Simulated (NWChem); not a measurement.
# C$_{2}$H$_{8}$BN; SMILES CN(B)C

Computed with NWChem. The geometry was optimised at B3LYP/6-31G* (spherical d). One conformer.

Diagonal of the polarisability tensor at B3LYP/def2-SVPD, 589 nm: 54.06, 63.00, 41.63 bohr³.

**Question.** Find the mean polarisability volume, the molar refraction, and the refractive index that an ideal gas of it would have at 273.15 K and 1 atm.

**Answer.** 
1. Mean: one third of the trace = 52.90 bohr³ × 0.14818 Å³/bohr³ = 7.84 Å³.
2. Molar refraction (Lorentz-Lorenz): (4π/3) N_A α = 19.8 cm³/mol.
3. Number density p/kT = 2.687 × 10⁻⁵ Å⁻³; n − 1 = 2π N α = 13.23 × 10⁻⁴.
